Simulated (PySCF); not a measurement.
## How methods differ on the ionisation energy of Mn

Mn [Ar] 3d5 4s2 (6S) → Mn+ [Ar] 3d5 4s1 (7S), as a difference of total energies. Calculation: PySCF 2.14, in 6-31G* (5s4p2d1f, 34 functions); the non-relativistic Hamiltonian (point nucleus). Correlated levels: valence: [Ar] frozen. The calculations carry no spin-orbit coupling.

| method | ionisation energy (eV) | difference from reference (eV) |
| --- | --- | --- |
| UHF | 5.934 | -1.500 |
| MN15 | 7.184 | -0.250 |
| M06-2X | 7.973 | +0.539 |
| MP2 (valence) | 6.580 | -0.854 |
| SCS-MP2 (valence) | 6.714 | -0.720 |

Reference: 7.434 eV (measured; NIST Atomic Spectra Database, ionization energies).

These non-relativistic numbers lack the scalar-relativistic shift.

Errors of the correlated levels include the incompleteness of this basis and the frozen core.

MP2 underrates the near-degeneracy of ns² with np² in the lower species.
